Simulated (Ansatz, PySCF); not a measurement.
This singlet lies 0.88 eV below the relaxed triplet at the level frozen-core CCSD(T)/cc-pVTZ // B3LYP-D3(BJ)/def2-TZVP (Ansatz, a first-principles code).

B3LYP has the VWN-RPA correlation part, as in Gaussian. 

```xyz
8

C     -1.2152     0.0469     0.0731
Si     0.2125    -1.1751    -0.3084
C      1.5619    -0.1727     0.5520
O      1.8291     0.3648    -0.5258
H     -0.9196     1.0899    -0.0596
H     -2.0739    -0.1574    -0.5682
H     -1.5355    -0.0785     1.1139
H      2.1407     0.0821     1.4568
```

Charge 0, multiplicity 1.

### Question
Give the Mulliken and meta-Löwdin atomic charges from B3LYP-D3(BJ)/def2-TZVP run with PySCF 2.14.0.

### Answer

| atom | Mulliken (e) | meta-Löwdin (e) |
|---|---|---|
| C1 | -0.46 | -0.57 |
| Si2 | 0.18 | 0.39 |
| C3 | 0.05 | 0.06 |
| O4 | -0.25 | -0.36 |
| H5 | 0.13 | 0.13 |
| H6 | 0.13 | 0.12 |
| H7 | 0.11 | 0.12 |
| H8 | 0.11 | 0.10 |
